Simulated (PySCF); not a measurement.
# C₆ coefficients of unlike pairs at UHF

Calculated with PySCF 2.14 from the dipole response of each species, C₆(A,B) = (3/π) ∫ α_A(iu) α_B(iu) du, in atomic units, from isotropic polarisabilities. For ions this is the dispersion term alone; charge-induced terms of lower order in 1/R come first.

```csv
species,configuration,basis,relativity,α (bohr³),C₆ (like pair)
Rh³⁺,[Kr] 4d6 (5D),aug-cc-pVTZ-PP with ECP28MDF (6s6p5d3f2g),core potential,4.403,19.82
N³⁺,[He] 2s2 (1S),"x2c-TZVPPall with one added diffuse shell each of s, p, d type (6s4p3d1f)",spin-free X2C,2.227,2.238
Ne²⁺,[He] 2s2 2p4 (3P),def2-TZVPPD (6s4p3d1f),none,0.8106,0.9982
Fe²⁺,[Ar] 3d6 (5D),aug-cc-pVDZ (7s6p4d2f),none,3.103,8.726
```

(1) Estimate C₆ for Ne²⁺ with Rh³⁺.

No spin-orbit coupling is included.

The other pairs:

```tsv
pair	C₆
N³⁺, Rh³⁺	6.186
Fe²⁺, N³⁺	4.129
Fe²⁺, Ne²⁺	2.899
Fe²⁺, Rh³⁺	13.13
Ne²⁺, N³⁺	1.276
```

Results:

(1) The integral gives 4.362. The combination rule 2 C_A C_B / (C_A α_B/α_A + C_B α_A/α_B) gives 4.362 and the geometric mean 4.448.
